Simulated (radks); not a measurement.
Task: The cadmium ion Cd7+ is in [Kr] 4d5. Calculated with a radial shooting solver on a logarithmic mesh with Libxc functionals: scalar-relativistic Kohn-Sham, LDA (Slater exchange, Perdew-Wang correlation), spin-polarised, spherical densities, finite nucleus; Fermi nuclear charge, rms radius of each element as measured or else 0.836 A^(1/3) + 0.57 fm. Open shells are filled with parallel spins first. One electron is removed from 3d, 4d, 4s, 4p in turn, with full relaxation. Which removal costs least, and what does each cost?

Result: 4d 131.37 eV; 4p 187.47 eV; 4s 228.56 eV; 3d 538.91 eV. The 4d electron leaves first.
